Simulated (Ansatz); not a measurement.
Gas-phase reaction in SMILES: CCCC[C@H](C)Cl -> CC[CH]C[C@H](C)Cl + H atom (the C-H bond at the site shown breaks; other sites are not compared here)
Geometries: B3LYP-D3(BJ)/def2-TZVP minima from Ansatz (a first-principles code), one conformer each, not searched for the lowest.

Wanted: bond dissociation energy (electronic energy difference), in kcal/mol. Cores are frozen in the correlated levels unless marked. Open shells are spin-unrestricted. No spin-orbit coupling. Non-relativistic. CBS marks a two-point X^-3 extrapolation of the correlation energy; Hartree-Fock from the larger set. [CCSD(T)-MP2]/basis is that difference in the basis named.

```tsv
level	program	bond dissociation energy (kcal/mol)
HF/cc-pV(D+d)Z	Ansatz	81.7
```

Question: Estimate the value at RI-MP2/CBS(cc-pV(T+d)Z,cc-pV(Q+d)Z)+[CCSD(T)-MP2]/cc-pV(T+d)Z as computed with Ansatz.

Answer: 107.7 kcal/mol, so HF/cc-pV(D+d)Z differs from it by -26.0 kcal/mol.
